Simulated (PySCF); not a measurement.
Telling isomers of C$_{7}$H$_{15}$N apart by NMR

PySCF calculation with shielding tensors at PBE0/pcSseg-1 (GIAO) and structure optimised with GFN2-xTB; no solvent, one conformer, rapidly exchanging positions averaged, no relativistic terms.

Referencing at the same level of theory: 1H (31.72 ppm) and 13C (186.93 ppm) vs TMS. Where no couplings were computed, multiplicities follow the n + 1 count of equivalent neighbours, and m marks all less simple cases (inequivalent or close neighbours, rings, F or P nearby). Shifts are as computed. Against solution values, carbons near 30 ppm lie about +3 ppm off and those near 130 ppm about +5 ppm. Of 1211 compounds with measured shifts, 218 miss one by over three times the rms of a fit or turn the order of signals round; such compounds aren't used in these exercises. OH and NH positions are gas-phase values without hydrogen bonding to other molecules.

(1) Tabulate the signals of `C/N=C\CC(C)(C)C`, `CNC1CCCCC1` and their relative energies.

(2) What is the quickest way to tell C/N=C\CC(C)(C)C from CNC1CCCCC1?

Answers

(1) 
| SMILES | carbon types | δC | δH | E rel. (kcal/mol) |
| --- | --- | --- | --- | --- |
| C/N=C\CC(C)(C)C | 1×C 1×CH 1×CH2 4×CH3 | 167.0, 42.6, 41.2, 34.8, 31.2 | 7.98 (t, 1H), 3.64 (s, 3H), 2.07 (d, 2H), 1.00 (s, 9H) | 16.6 |
| CNC1CCCCC1 | 1×CH 5×CH2 1×CH3 | 63.7, 36.9, 36.9, 30.3, 28.9 | 2.61 (s, 3H), 2.17 (m, 1H), 1.82 (m, 2H), 1.78 (m, 2H), 1.70 (m, 1H), 1.26 (m, 2H), 1.13 (m, 1H), 1.05 (m, 2H), 0.14 (br s, 1H) | 0.0 |

Energies are electronic energies at PBE0/pcSseg-1 on these geometries, without zero-point or thermal terms, each for the one conformer computed, which needn't be the lowest.

(2) Both give the same number of carbon signals, but DEPT or the intensities differ. The first has a C=N carbon (CH) at 167.0 ppm, the second an sp3 CH bonded to N at 63.7 ppm. In the proton spectra the most deshielded non-exchanging signals are 7.98 (t, 1H) and 2.61 (s, 3H).
